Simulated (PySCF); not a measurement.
C2H7Ga.
Geometry (PBE0-D3(BJ)/def2-SVP, Å), atoms numbered from 1 in this order:
```xyz
10
C2H7Ga angstrom
C      1.6467    0.2844   -0.1737
Ga     0.0384   -0.7399    0.3255
C     -1.6721    0.1818    0.6565
H      2.5736   -0.1998    0.1679
H      1.6168    1.3167    0.2068
H      1.7001    0.3449   -1.2751
H      0.1247   -2.3122    0.4596
H     -2.5422   -0.4767    0.5192
H     -1.7882    1.0706    0.0170
H     -1.6889    0.5349    1.7026
```

Theory: EOM-IP-CCSD/aug-cc-pVDZ in PySCF, restricted Hartree–Fock reference, 11 core orbitals frozen, non-relativistic, gas phase, PBE0-D3(BJ)/def2-SVP geometry.

Hartree–Fock orbital energies give these Koopmans values (eV): HOMO 10.54, HOMO-1 10.82, HOMO-2 14.41, HOMO-3 14.52, HOMO-4 14.64, HOMO-5 14.81, HOMO-6 15.11.

Problem. What vertical ionisation energies does EOM-IP-CCSD give?

Solution. 
| leading hole (HF orbital) | Koopmans (eV) | EOM-IP-CCSD (eV) | change (eV) | one-hole share |
| --- | --- | --- | --- | --- |
| HOMO | 10.54 | 9.87 | -0.67 | 0.95 |
| HOMO-1 | 10.82 | 10.24 | -0.58 | 0.95 |
| HOMO-2 | 14.41 | 13.55 | -0.86 | 0.95 |
| HOMO-3 | 14.52 | 13.62 | -0.90 | 0.95 |
| HOMO-4 | 14.64 | 13.80 | -0.84 | 0.95 |
| HOMO-5 | 14.81 | 13.90 | -0.91 | 0.95 |
| HOMO-6 | 15.11 | 14.22 | -0.89 | 0.92 |

Problem. Does the order of the lines follow the orbital energies?

Solution. Yes, no two lines change places. The corrections run from -0.91 to -0.58 eV, with a mean of -0.81 eV over the 7 lines; no line lies above its Koopmans value. Koopmans values leave out both the relaxation of the orbitals and the change in correlation energy.

Problem. At what kinetic energies would He I light (21.22 eV) eject these electrons?

Solution. 11.35 eV (HOMO), 10.98 eV (HOMO-1), 7.67 eV (HOMO-2), 7.60 eV (HOMO-3), 7.42 eV (HOMO-4), 7.32 eV (HOMO-5), 7.00 eV (HOMO-6).

Lines less than 0.15 eV apart could change places at a higher level. One root was sought for each valence orbital with −ε under 21 eV, eight at most, so deeper holes and satellites are missing; no vibrational structure.
